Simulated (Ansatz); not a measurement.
Isolated molecules relaxed with PBE0-D4/def2-TZVP in Ansatz; ΔE leaves out vibrations. CBS: MP2 limit from def2 TZ/QZ plus the TZ coupled-cluster correction, frozen cores. This one scheme is used for every species. DFT in def2-TZVPP. Each species was taken in one conformer, which may not be the lowest.

Consider the ligand exchange at the Si–C bond: `B[SiH2]C#N` + CH₃OH → `B[SiH2]OC` + `C#N`.

CCSD(T)/CBS gives -0.45 eV.

(1) Another level gave -0.37 eV. Which?
A. revPBE/def2-TZVPP
B. PBE-D4/def2-TZVPP
C. CAM-B3LYP/def2-TZVPP
D. r2SCANh/def2-TZVPP

Largest T1 diagnostic among the species: 0.014.

Answers

(1) B. PBE-D4 -0.37, r2SCANh -0.43, CAM-B3LYP -0.48, revPBE -0.31 eV.

In def2-TZVPP, CCSD(T) changes the Hartree–Fock value by +0.05 eV (the triples alone add +0.01 eV) and MP2 by +0.05 eV. Leaving LDA and LC-ωPBE aside and taking each functional with its dispersion term where it has one, the values, not all of them listed here, spread over 0.13 eV, from CAM-B3LYP-D4 to PBE-D4. LDA lies −0.08 eV from PBE without D4.
